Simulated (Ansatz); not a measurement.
Start from `CN1C[SiH]1F` and change one atom or group to get `F[SiH]1CN1`.

Ansatz, PBE0-D4/def2-TZVP geometries, multiplicity 1. 

```json
{"property": "LUMO energy (PBE0/def2-TZVPP) / eV", "`CN1C[SiH]1F`": "0.54"}
{"property": "HOMO–LUMO gap (ωB97M-V/def2-TZVPP) / eV", "`CN1C[SiH]1F`": "11.15"}
{"property": "LUMO energy (B3LYP/def2-TZVPP) / eV", "`CN1C[SiH]1F`": "0.28"}
{"property": "ideal-gas entropy at 298 K and 1 bar (rigid rotor, harmonic PBE0-D4/def2-TZVP) / J/(mol·K)", "`CN1C[SiH]1F`": "334"}
{"property": "HOMO–LUMO gap (B3LYP/def2-TZVPP) / eV", "`CN1C[SiH]1F`": "6.75"}
{"property": "size of the dipole moment (ωB97M-V/def2-TZVPP) / D", "`CN1C[SiH]1F`": "1.52"}
```

Q: What does the change do to each property? (An estimate is asked.)

A: Ansatz gave: 
```csv
property,`F[SiH]1CN1`,shift
LUMO energy (PBE0/def2-TZVPP) / eV,0.45,-0.09
HOMO–LUMO gap (ωB97M-V/def2-TZVPP) / eV,11.50,0.35
LUMO energy (B3LYP/def2-TZVPP) / eV,0.18,-0.10
"ideal-gas entropy at 298 K and 1 bar (rigid rotor, harmonic PBE0-D4/def2-TZVP) / J/(mol·K)",291,-43
HOMO–LUMO gap (B3LYP/def2-TZVPP) / eV,7.07,0.32
size of the dipole moment (ωB97M-V/def2-TZVPP) / D,0.53,-0.99
```

With PBE0 the HOMO falls by 0.43 eV and the LUMO falls by 0.09 eV, so the gap widens by about 0.34 eV. PBE moves the HOMO by -0.38 eV and ωB97M-V by -0.45 eV. The zero-point energy changes by -73.8 kJ/mol with -9 modes. Dipoles are sizes alone; their direction can turn. Modes under 60 cm⁻¹, often nearly free rotors, make the harmonic entropy too high.

Positive LUMOs are unbound, so they and the gaps depend on the basis.

B3LYP here is the variant with VWN-RPA as its local correlation; programs differ in this.
